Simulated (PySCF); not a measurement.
GeO₂, SMILES [O]=[Ge]=[O]. The structure is a stationary point at TPSSh-D3(BJ)/def2-TZVP.

Question: Give the equilibrium geometry at TPSSh-D3(BJ)/def2-TZVP (PySCF confirms it by a frequency run) as bond lengths and angles, and its point group. (Estimate from the structure and the level; the computed values follow.)

Answer: point group D∞h.
Atoms: Ge1 O2 O3. Bond lengths (Å): Ge1–O2 1.623, Ge1–O3 1.623. Angles (°): O2–Ge1–O3 180.0.
